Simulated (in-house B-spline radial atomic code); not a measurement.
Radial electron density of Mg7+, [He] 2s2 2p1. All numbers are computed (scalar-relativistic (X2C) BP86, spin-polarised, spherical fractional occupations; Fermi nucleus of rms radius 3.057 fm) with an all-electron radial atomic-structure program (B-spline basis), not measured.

Columns: r (bohr), 4πr²n(r) (electrons per bohr), bar.

```
 0.00482   0.3147 #
  0.0056   0.4145 #
 0.00652   0.5463 ##
 0.00759   0.7176 ##
 0.00883   0.9378 ###
  0.0103    1.226 ####
   0.012    1.589 #####
  0.0139    2.029 #######
  0.0162    2.597 #########
  0.0188    3.273 ###########
  0.0219    4.108 ##############
  0.0255    5.092 #################
  0.0297    6.226 ####################
  0.0345    7.467 #########################
  0.0402    8.819 #############################
  0.0468    10.18 ##################################
  0.0544    11.44 ######################################
  0.0633    12.49 #########################################
  0.0737    13.18 ###########################################
  0.0857    13.37 ############################################
  0.0998    12.95 ###########################################
   0.116    11.91 #######################################
   0.135    10.35 ##################################
   0.157    8.499 ############################
   0.183    6.644 ######################
   0.213    5.178 #################
   0.248    4.342 ##############
   0.288    4.212 ##############
   0.335    4.618 ###############
    0.39    5.215 #################
   0.454    5.574 ##################
   0.529    5.376 ##################
   0.615    4.572 ###############
   0.716    3.356 ###########
   0.833    2.094 #######
   0.969    1.087 ####
    1.13   0.4507 #
    1.31   0.1533 #
    1.53  0.03746 
    1.78 0.006931 
    2.07 0.0008998
```

On this grid the curve has 2 maxima, near 0.0857, 0.454 bohr.

The 2s down radial function P(r) = rR(r), positive near the nucleus:

```tsv
r (bohr)	P
0.00167	0.04206
0.00226	0.0561
0.00306	0.07471
0.00414	0.09911
0.0056	0.1309
0.00759	0.1722
0.0103	0.2248
0.0139	0.2888
0.0188	0.3659
0.0255	0.4541
0.0345	0.5446
0.0468	0.6237
0.0633	0.6641
0.0857	0.6288
0.116	0.4728
0.157	0.1616
0.213	-0.3029
0.288	-0.8269
0.39	-1.249
0.529	-1.368
0.716	-1.108
0.969	-0.6372
1.31	-0.2395
1.78	-0.05047
```
